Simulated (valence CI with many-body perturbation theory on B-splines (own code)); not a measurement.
# La¹⁵⁺: one-electron terms

Computed by valence CI with perturbative core correlation (CI+MBPT): six valence electrons over a frozen Dirac-Fock core [Kr], radial functions for each j: 7 s, 7 p, 8 d, 6 f, 4 g, 1 h, with the one-electron correlation potential Σ1, the two-electron term Σ2, the three-electron term Σ3, Breit, model QED; selected CI, second order for the rest, scaled by the run's own slope (own B-spline code, finite nucleus).

No measured spectrum was set against this ion. As an estimate, terms of the open shell hold to 2 to 4 % of their energy, and close levels can change places. Core correlation moves these levels by up to 11000 cm⁻¹, and in measured spectra 5 to 20 % of such shifts remained as error; rates that hang on mixing are uncertain with them. Among the levels kept, up to 1100 cm⁻¹ of a level comes from second order outside the variational space, and about a tenth of that is noise between levels of different J, which matters for small intervals. Only levels of the ground parity were solved; by the run's estimate the other parity begins above the list, which can be wrong where configurations are misplaced.

These are the spectroscopic orbitals of the CI (the correlating ones are not listed), shaped by the core and the other valence electrons. h is the expectation value of the core's Dirac-Fock operator, without the valence repulsion; Σ1 is computed up to l = 3 at one energy for each symmetry, that of its lowest orbital but kept below the first core excitation, so for empty shells it is not the orbital's own correlation shift; Breit and QED include the response of the core.

```tsv
Orbital	h (hartree)	Σ1 (cm⁻¹)	Breit (cm⁻¹)	QED (cm⁻¹)	⟨r⟩ (bohr)
5s1/2	-14.247	-8900	789	648	1.243
6s1/2	-8.8925	-3221	395	323	2.013
7s1/2	-6.0944	-1598	221	182	2.975
5p1/2	-13.287	-7868	1178	-34.5	1.299
6p1/2	-8.4001	-3057	611	-17.3	2.099
7p1/2	-5.8084	-1569	352	-9.8	3.091
5p3/2	-12.995	-7224	697	28.7	1.331
6p3/2	-8.2544	-2873	367	15.3	2.138
7p3/2	-5.7248	-1489	225	9.0	3.138
4d3/2	-20.674	-18537	1314	-246	0.7020
5d3/2	-11.427	-6197	468	-63.8	1.429
6d3/2	-7.4405	-2809	240	-31.6	2.308
4d5/2	-20.52	-18109	546	-166	0.7089
5d5/2	-11.368	-6147	234	-38.7	1.437
6d5/2	-7.4098	-2792	123	-19.0	2.319
4f5/2	-16.123	-33035	-168	-146	0.7613
5f5/2	-9.6411	-6820	-2.8	-44.6	1.594
4f7/2	-16.098	-31231	-468	-128	0.7638
5f7/2	-9.6305	-6663	-112	-37.9	1.596
5g7/2	-8.5419		-25.3	-6.7	1.641
5g9/2	-8.541		-34.1	-5.2	1.641
```

Among the shells of the start configuration 4d6, Σ1 is largest in size for 4d3/2, where it is 0.41 % of h.

Lowest root of each symmetry, sizes in configuration state functions:

| J | Parity | Roots | Reference | Variational | Second order | Change by selected CI (cm⁻¹) | Change by second order (cm⁻¹) |
| --- | --- | --- | --- | --- | --- | --- | --- |
| 0 | even | 5 | 9 | 40118 | 1094881 | -34945 | -59 |
| 1 | even | 4 | 15 | 35272 | 2741635 | -34056 | -215 |
| 2 | even | 8 | 25 | 34859 | 4358278 | -35005 | -543 |
| 3 | even | 6 | 23 | 34491 | 5345011 | -32243 | -628 |
| 4 | even | 7 | 19 | 32608 | 4515292 | -32462 | -726 |
| 5 | even | 2 | 10 | 32703 | 5949281 | -35304 | -696 |
| 6 | even | 2 | 6 | 32685 | 4415035 | -34518 | -458 |
